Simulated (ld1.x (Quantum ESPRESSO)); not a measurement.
# palladium (Pd), TM: configuration errors across variants

```
Element                 : Pd
Generator               : ld1.x (Quantum ESPRESSO) 7.5
Type                    : norm-conserving Troullier–Martins (Kleinman–Bylander form)
Functional              : PBEsol
Relativity              : scalar-relativistic
Frozen core             : [Ar] 3d10
Valence charge          : 18
Reference configuration : 4s2 4p6 4d10 5s0
Partial waves           : 4s (bound): rc 1.45 bohr; 4d (bound): rc 1.20 bohr; 4p (bound): rc 1.45 bohr
Local potential         : the p channel
Core correction         : none
```

All-electron excitation energies from the reference (eV): (1) 4s2 4p6 4d9 5s0 9.120; (2) 4s2 4p6 4d8 5s0 29.938; (3) 4s2 4p6 4d7 5s0 64.286; (4) 4s2 4p5 4d10 5s0 57.113; (5) 4s2 4p6 4d6 5s0 113.610; (6) 4s1 4p6 4d10 5s0 91.491; (7) 4s2 4p6 4d8 5s1 13.664.

Errors AE − PS in meV (a dash: test not solved or not reliable):

| change | (1) | (2) | (3) | (4) | (5) | (6) | (7) | bound ghosts |
| --- | --- | --- | --- | --- | --- | --- | --- | --- |
| base | +2.4 | +13 | +43 | -33 | +107 | -90 | +803 | none |
| wave 4p (bound): rc 1.45 bohr becomes 4p (bound): rc 0.98 bohr | +0.9 | +3.6 | +12 | -27 | +35 | -100 | +621 | none |
| wave 4p (bound): rc 1.45 bohr becomes 4p (bound): rc 1.30 bohr | +1.6 | +7.9 | +26 | -30 | +68 | -97 | +735 | none |
| wave 4p (bound): rc 1.45 bohr becomes 4p (bound): rc 1.40 bohr | +2.1 | +12 | +38 | -32 | +96 | -92 | +784 | none |
| wave 4p (bound): rc 1.45 bohr becomes 4p (bound): rc 1.54 bohr | +3.0 | +17 | +55 | -35 | +132 | -86 | +840 | none |
| wave 4p (bound): rc 1.45 bohr becomes 4p (bound): rc 1.68 bohr | +4.4 | +26 | +80 | -37 | +184 | -77 | +913 | none |
| wave 4p (bound): rc 1.45 bohr becomes 4p (bound): rc 1.86 bohr | +5.3 | +31 | +94 | -38 | +214 | -72 | +950 | none |
| wave 4p (bound): rc 1.45 bohr becomes 4p (bound): rc 1.98 bohr | +5.0 | +29 | +90 | -38 | +205 | -73 | +940 | none |
| wave 4p (bound): rc 1.45 bohr becomes 4p (bound): rc 2.16 bohr | +0.9 | +7.6 | +35 | -38 | +103 | -88 | +849 | none |

(1) Give the same row for: wave 4p (bound): rc 1.45 bohr becomes 4p (bound): rc 1.14 bohr.

Results:

(1) +1.0, +4.1, +14, -27, +40, -100, +651; bound ghosts: none.
